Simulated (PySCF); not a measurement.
How methods differ on the excitation energy of Sb²⁺

Sb²⁺ [Kr] 4d10 5s2 5p1 (2P) → Sb²⁺ [Kr] 4d10 5s2 5d1 (2D), as a difference of total energies. Calculation: PySCF 2.14, in aug-cc-pVTZ-DK3; the spin-free X2C one-electron Hamiltonian (Gaussian nucleus). Correlated levels: valence: [Kr] 4d10 frozen. The calculations carry no spin-orbit coupling.

```csv
method,excitation energy (eV)
UHF,11.317
LDA,10.738
PBE,10.472
PBE0,10.768
r2SCAN,10.854
B3LYP,10.713
wB97X,11.190
B2PLYP,10.822
TPSSh,10.688
MP2 (valence),10.991
SCS-MP2 (valence),10.992
```

**Question.** How much does correlation contribute at MP2 (valence)?

**Answer.** 10.991 − (11.317) = -0.326 eV, measured against UHF.

A first-order spin-orbit estimate (lowest level to lowest level, LS coupling) adds 0.458 eV.

The promoted electron is Rydberg-like, and one or two diffuse shells describe it only roughly, which tends to raise the upper state.
